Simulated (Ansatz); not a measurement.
C$_{2}$H$_{5}$NOZn, SMILES `C[N]([ZnH])C=O`, relaxed with RKS PBE0-D4/def2-TZVP in the Gaussian-basis code of Ansatz from a GFN2-xTB geometry. The force threshold is 0.005 eV/Å; the program also tests the step.

Total charge 0; spin multiplicity 1.

Start:

```xyz
10

C     0.536   -1.197   -0.577
N     0.134    0.050    0.058
Zn    0.804    1.454    1.079
C    -1.153    0.390   -0.063
O    -2.045   -0.184   -0.634
H     0.524   -2.016    0.145
H     1.541   -1.096   -0.982
H    -0.163   -1.430   -1.382
H     1.169    2.645    1.874
H    -1.346    1.384    0.482
```

(1) By how much does the energy fall, and how many steps does the optimiser take? (An estimate is asked.)

(2) Which bonds change most? (Estimate.)

(3) Give the relaxed structure. (Estimate.)

Results:

(1) The calculation gave: 5.15 kcal/mol, in 15 steps, 1 of them rejected.

(2) The calculation gave: Zn3–H9 from 1.478 to 1.519 Å; C4–H10 from 1.151 to 1.111 Å; N2–C4 from 1.336 to 1.354 Å; N2–Zn3 from 1.860 to 1.849 Å.

(3) The calculation gave: 
```xyz
10

C     0.535   -1.035   -0.512
N    -0.042    0.161    0.085
Zn    0.951    1.455    0.956
C    -1.385    0.279   -0.034
O    -2.118   -0.513   -0.585
H     0.115   -1.939   -0.063
H     1.616   -1.043   -0.365
H     0.327   -1.077   -1.584
H     1.784    2.507    1.668
H    -1.784    1.205    0.434
```
